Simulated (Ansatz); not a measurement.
Consider the redistribution: `[NH2][AlH][SiH2][SiH2]Cl` + `O[SiH2][TeH]` → `[NH2][AlH][SiH2][TeH]` + `O[SiH2][SiH2]Cl`.

Program: Ansatz. Geometries: PBE0-D4/def2-TZVP. ΔE: electronic, gas phase. CCSD(T)/CBS is the MP2 limit (def2-TZVPP, def2-QZVPP) plus CCSD(T) − MP2 in def2-TZVPP, frozen cores. DFT in def2-TZVPP. B3LYP here is the variant with VWN-RPA as its local correlation; programs differ in this. def2 core potentials past Kr. For Te outer-core shells are correlated without core-valence functions, which leaves a few kJ/mol of doubt a bond. One conformer a species, not always the lowest.

`[NH2][AlH][SiH2][SiH2]Cl`:

Z-matrix (Å, degrees):
```
Si
Al 1 2.452
Si 1 2.335 2 109.8
H 1 1.493 2 112.4 3 118.8
H 1 1.494 2 113.4 3 -119.6
N 2 1.763 1 115.7 3 -23.4
H 2 1.584 1 125.4 3 155.6
Cl 3 2.078 1 108.3 2 52.3
H 3 1.485 1 114.8 2 171.0
H 3 1.486 1 111.7 2 -64.9
H 6 1.007 2 125.4 1 179.9
H 6 1.009 2 123.9 1 -2.0
```

`O[SiH2][TeH]`:

Z-matrix (Å, degrees):
```
Si
Te 1 2.499
O 1 1.643 2 113.5
H 1 1.478 2 108.1 3 116.6
H 1 1.485 2 106.3 3 -123.7
H 2 1.657 1 91.0 3 97.5
H 3 0.959 1 117.4 2 -44.3
```

`[NH2][AlH][SiH2][TeH]`:

Z-matrix (Å, degrees):
```
Si
Al 1 2.430
Te 1 2.523 2 99.3
H 1 1.490 2 115.3 3 -109.2
H 1 1.490 2 119.6 3 120.0
N 2 1.766 1 119.4 3 113.3
H 2 1.585 1 121.6 3 -61.3
H 3 1.660 1 91.8 2 43.7
H 6 1.008 2 124.7 1 -172.3
H 6 1.007 2 125.1 1 4.9
```

`O[SiH2][SiH2]Cl`:

Z-matrix (Å, degrees):
```
Si
Si 1 2.349
O 1 1.649 2 108.5
H 1 1.490 2 108.1 3 121.9
H 1 1.483 2 112.3 3 -117.8
Cl 2 2.078 1 104.0 3 -42.4
H 2 1.485 1 114.2 3 73.8
H 2 1.485 1 114.4 3 -159.7
H 3 0.960 1 116.5 2 44.0
```

| level | ΔE (kJ/mol) | difference from CCSD(T)/CBS |
| --- | --- | --- |
| PBE-D4 | 19.5 | 1.5 |
| r2SCAN-D4 | 19.7 | 1.7 |
| PBE0-D4 | 19.3 | 1.3 |
| ωB97X-V | 19.1 | 1.1 |
| ωB97M-V | 20.0 | 2.0 |
| B2PLYP | 18.1 | 0.1 |
| r2SCAN | 19.2 | 1.2 |
| PBE0 | 17.9 | -0.1 |
| B3LYP | 16.9 | -1.1 |
| HF/def2-TZVPP | 14.0 | -4.0 |
| MP2/def2-TZVPP | 19.6 | 1.6 |
| CCSD/def2-TZVPP | 18.5 | 0.5 |
| CCSD(T)/def2-TZVPP | 19.1 | 1.1 |
| MP2/def2-QZVPP | 18.8 | 0.8 |
| SCS-MP2/def2-QZVPP | 16.9 | -1.1 |
| MP2/CBS(def2) | 18.5 | 0.5 |
| CCSD(T)/CBS | 18.0 | 0 |

Largest T1 diagnostic among the species: 0.013.

In def2-TZVPP, CCSD(T) changes the Hartree–Fock value by +5.1 kJ/mol (the triples alone add +0.7 kJ/mol) and MP2 by +5.6 kJ/mol.
